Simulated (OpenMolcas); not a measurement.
**What dynamic correlation does to the levels of Co V**

```
Program             : OpenMolcas 26.06
Basis               : ANO-R1 [5s3p2d1f]
Scalar Hamiltonian  : X2C, finite nucleus
Active space        : 5 electrons in 5 orbitals (3d)
State averaging     : 2S+1 = 6 even, 1 root; 2S+1 = 4 even, 24 roots; 2S+1 = 2 even, 75 roots
Spin-orbit coupling : RASSI with atomic mean-field integrals over the reference wave functions, term energies averaged over their components
```

Methods on the same reference wave functions:
A. CASSCF
B. SS-CASPT2, IPEA 0.25 Eh, imaginary shift 0.1 Eh (closed shells correlated: 3s 3p)
C. MS-CASPT2, IPEA 0.25 Eh, imaginary shift 0.1 Eh (closed shells correlated: 3s 3p)

Energies in cm⁻¹ above 3d⁵ ⁶S_5/2, the measured ground level; measured values from Sugar and Corliss, J. Phys. Chem. Ref. Data 10, 1097 (1981).

| Level | A | B | C | Measured |
| --- | --- | --- | --- | --- |
| 3d⁵ ⁶S_5/2 | 0.0 | 0.0 | 0.0 | 0.0 |
| 3d⁵ ⁴G_5/2 | 42418 | 40240 | 40240 |  |
| 3d⁵ ⁴G_7/2 | 42462 | 40290 | 40290 |  |
| 3d⁵ ⁴G_11/2 | 42474 | 40310 | 40310 | 37218 |
| 3d⁵ ⁴G_9/2 | 42489 | 40320 | 40320 |  |
| 3d⁵ ⁴P_5/2 | 48743 | 43830 | 43830 | 40753 |
| 3d⁵ ⁴P_3/2 | 48869 | 43950 | 43950 | 40891 |
| 3d⁵ ⁴P_1/2 | 49020 | 44090 | 44090 | 41024 |
| 3d⁵ ⁴D_7/2 | 52719 | 48230 | 48230 | 44709 |
| 3d⁵ ⁴D_1/2 | 52863 | 48370 | 48370 | 44908 |
| 3d⁵ ⁴D_3/2 | 52980 | 48470 | 48470 |  |
| 3d⁵ ⁴D_5/2 | 53007 | 48490 | 48490 |  |
| 3d⁵ ²I_11/2 | 60439 | 58810 | 58810 |  |
| 3d⁵ ²I_13/2 | 60548 | 58940 | 58940 |  |
| 3d⁵ ²D_5/2(1) [66 %] | 67657 | 61520 | 61520 | 57083 |
| 3d⁵ ²D_3/2(1) | 68557 | 62310 | 62310 | 57823 |
| 3d⁵ ²F_7/2(1) | 70013 | 64230 | 64230 | 59455 |
| 3d⁵ ⁴F_9/2 | 70994 | 65730 | 65730 | 60830 |
| 3d⁵ ⁴F_7/2 | 71099 | 65820 | 65820 | 60974 |
| 3d⁵ ⁴F_3/2 | 71410 | 66060 | 66060 |  |
| 3d⁵ ²H_9/2 | 74135 | 70000 | 70000 | 64742 |
| 3d⁵ ²H_11/2 | 74550 | 70590 | 70590 | 65284 |
| 3d⁵ ²G_7/2(1) | 76669 | 71660 | 71660 | 66229 |
| 3d⁵ ²G_9/2(1) | 77022 | 72160 | 72160 | 66760 |

Deviations, from unrounded energies. A percentage is the sum of absolute deviations over the sum of measured energies, with the sign that they share, or ± where signs differ.

```tsv
Against measurement	Levels	A	B	C
mean absolute deviation (cm-1)	15	9100	4300	4300
other terms of the ground configuration (%)	15	+16.9	+7.9	+7.9
```

B, C lie about equally close to measurement and A furthest from it. The largest miss of C in the table is 3d⁵ ²G_7/2(1), by +5400 cm-1. The ranking rests on the paired levels alone, and a cruder setting can come out closer through cancelling errors.

Between B and C no level of the table moves by more than 5 cm-1.

The two smallest mean deviations differ by little beside CASPT2's spread within terms, so their order carries little weight.

From A to B the spin-free energies of the other terms of 3d⁵ shown, above ⁶S, scale by factors of 0.90 to 0.97.

The lowest spin-free term lies below A's lowest term by 0.217 hartree in B, 0.217 hartree in C.

CASPT2 breaks the degeneracy within a term, and the mean is taken; among the terms shown or strongly mixed into the levels shown the widest spread is 500 cm-1 (3d⁵ ⁴F, C). The basis is small and was not contracted for so high a charge. Without dynamic correlation excited terms often stand tens of per cent too high (terms of higher spin than the ground term too low), and those without a measured partner can miss by more than the paired ones (holds for A). Some levels mix across a computed gap that differs much from the measured one, so their mixing is not that of the real levels (holds for A). Blocks of more than 70 roots (2S+1 = 2 even) ran without multistate coupling (holds for C). Measured partners are found by configuration, term and J. A level has none where our copy of the source lacks it or the pairing is in doubt (some pairs that miss far off the trend of their configuration count as doubtful), and it then counts in no deviation. Levels of configurations outside the active space are missing. Levels that lie high or do not pair safely by name in every column are left out.

A share in square brackets marks a mixed level and gives the weight of the term that names it, the lowest over the columns. A number in round brackets counts repeated terms of one configuration in the order of the reference energies.
